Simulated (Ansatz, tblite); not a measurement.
Cost and result up the ladder for the cluster Li₃N⁻ (the lowest doublet isomer of a short search) (4 atoms). The state is a doublet with charge -1. Geometry: PBE-D4/def2-TZVPD.

```
atom    x (Å)    y (Å)    z (Å)
 Li1   0.0140   0.3065  -1.7005
 Li2  -1.3325  -0.8417   0.7085
 Li3   1.4199   0.3019   0.9374
  N4  -0.1015   0.2334   0.0545
```

Ansatz on 4 threads of AMD EPYC 7571 on a shared host; xTB runs through tblite on one thread. Times are rough, summed over both states, and most runs start from the orbitals of an earlier one. RPA@PBE/def2-TZVPD serves as the yardstick here, not as an exact answer. Differences are given only for rows in sets of like size (and for xTB, whose basis is part of the method), since another set adds its own error. The other state is a quartet at its own geometry, which has other bonds, so the gap mixes isomer and spin.

The xTB rows come from tblite. LC-ωPBE has ω = 0.4 bohr⁻¹. B3LYP takes the VWN-RPA correlation. Correlated methods freeze 1 core orbital; core or outer-core shells of Li are correlated, in sets that lack core-valence functions. HOMO above LUMO, or a gap near zero within one spin, warns that the state may not be the lowest or that an electron is smeared out. The structure comes from a short search, and lower isomers may exist.

Run but left out: HF/6-31G, HF/def2-TZVPD, MP2/def2-TZVPD (doublet: ⟨S²⟩ 1.72 to 1.77, where a pure state has 0.75); HF/def2-TZVPPD, MP2/def2-TZVPPD, CCSD/def2-TZVPPD, CCSD(T)/def2-TZVPPD (flagged by the program: lower state); B97M-V/def2-TZVPD (doublet: an occupied level 0.12 eV above an empty one).

Correlated methods converge slowly with the basis.

xTB has no spin-polarisation term.

```json
{"level": "PBE0-D4/def2-TZVPD", "functions": "88", "quartet − doublet (eV)": "0.19", "difference from RPA@PBE/def2-TZVPD (eV)": "-0.26", "remarks": "HOMO above zero (doublet), HOMO above zero (quartet), spin-contaminated (⟨S²⟩ 0.86) (doublet)"}
{"level": "B3LYP-D4/def2-TZVPD", "functions": "88", "quartet − doublet (eV)": "0.36", "difference from RPA@PBE/def2-TZVPD (eV)": "-0.10", "remarks": "HOMO above zero (doublet), HOMO above zero (quartet)"}
{"level": "GFN1-xTB", "functions": "16", "quartet − doublet (eV)": "2.51", "difference from RPA@PBE/def2-TZVPD (eV)": "2.06", "remarks": "–"}
{"level": "r2SCAN-D4/def2-TZVPD", "functions": "88", "quartet − doublet (eV)": "0.41", "difference from RPA@PBE/def2-TZVPD (eV)": "-0.04", "remarks": "HOMO above zero (doublet), HOMO above zero (quartet), spin-contaminated (⟨S²⟩ 0.93) (doublet)"}
{"level": "B3LYP-D4/6-31G", "functions": "36", "quartet − doublet (eV)": "0.32", "difference from RPA@PBE/def2-TZVPD (eV)": "–", "remarks": "HOMO above zero (doublet), HOMO above zero (quartet)"}
{"level": "GFN2-xTB", "functions": "16", "quartet − doublet (eV)": "2.54", "difference from RPA@PBE/def2-TZVPD (eV)": "2.09", "remarks": "–"}
{"level": "PBE-D4/def2-TZVPD (with forces)", "functions": "88", "quartet − doublet (eV)": "0.59", "difference from RPA@PBE/def2-TZVPD (eV)": "0.13", "remarks": "HOMO above zero (doublet), HOMO above zero (quartet), gap within one spin near zero (quartet)"}
{"level": "r2SCAN0-D4/def2-TZVPD", "functions": "88", "quartet − doublet (eV)": "0.14", "difference from RPA@PBE/def2-TZVPD (eV)": "-0.32", "remarks": "HOMO above zero (doublet), HOMO above zero (quartet), spin-contaminated (⟨S²⟩ 1.01) (doublet)"}
{"level": "LC-ωPBE/def2-TZVPD", "functions": "88", "quartet − doublet (eV)": "-0.09", "difference from RPA@PBE/def2-TZVPD (eV)": "-0.55", "remarks": "spin-contaminated (⟨S²⟩ 0.86) (doublet)"}
{"level": "BLYP-D4/def2-TZVPD", "functions": "88", "quartet − doublet (eV)": "0.63", "difference from RPA@PBE/def2-TZVPD (eV)": "0.18", "remarks": "HOMO above zero (doublet), HOMO above zero (quartet), gap within one spin near zero (quartet)"}
{"level": "RPA@PBE/def2-TZVPD", "functions": "88", "quartet − doublet (eV)": "0.46", "difference from RPA@PBE/def2-TZVPD (eV)": "0.00", "remarks": "–"}
```

Q: Estimate how long each takes.

A: GFN1-xTB 0.006 s; GFN2-xTB 0.01 s; PBE-D4/def2-TZVPD (with forces) 3.5 s; BLYP-D4/def2-TZVPD 3.6 s; B3LYP-D4/6-31G 3.6 s; RPA@PBE/def2-TZVPD 4.7 s; B3LYP-D4/def2-TZVPD 5.1 s; r2SCAN-D4/def2-TZVPD 12 s; LC-ωPBE/def2-TZVPD 13 s; PBE0-D4/def2-TZVPD 13 s; r2SCAN0-D4/def2-TZVPD 14 s. On shared hardware such times vary by a factor of up to 3.
